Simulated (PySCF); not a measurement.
# Polarisability and C₆ of Os⁺ (osmium, charge +1)

[Xe] 4f14 5d6 6s1, high-spin 6D determinant. All numbers are calculated (PySCF 2.14, scalar relativity through the core potential, in aug-cc-pVQZ-PP with ECP60MDF (7s7p6d4f3g2h, 135 functions)). Coupled (time-dependent) response in atomic units; α is the mean over directions.

```
method  mean α (bohr³)         α xx, yy, zz  C₆ (like pair)  S(−4)
   UHF           33.86  33.72, 33.72, 34.13           279.9  538.4
   PBE           27.33  27.76, 27.76, 26.47           227.7  273.0
```

S(−4) is the Cauchy moment in α(ω) = α(0) + S(−4) ω² + …

Spin-orbit coupling is absent.

α(iu) at PBE:

| u (hartree) | α(iu) (bohr³) |
| --- | --- |
| 0 | 27.33 |
| 0.0500 | 26.67 |
| 0.100 | 24.93 |
| 0.200 | 20.26 |
| 0.300 | 16.11 |
| 0.500 | 10.83 |
| 0.750 | 7.398 |
| 1.00 | 5.466 |
| 1.50 | 3.388 |
| 2.00 | 2.316 |
| 3.00 | 1.272 |
| 5.00 | 0.5418 |

For an ion, C₆ is the dispersion term alone; charge-induced terms of lower order in 1/R come first.

The components differ because the open shell of this determinant is not spherical; for a pure term their mean is the scalar polarisability.

Energies and moments cover only the electrons outside the core potential. Spin-orbit coupling, absent here, splits the open shell strongly.
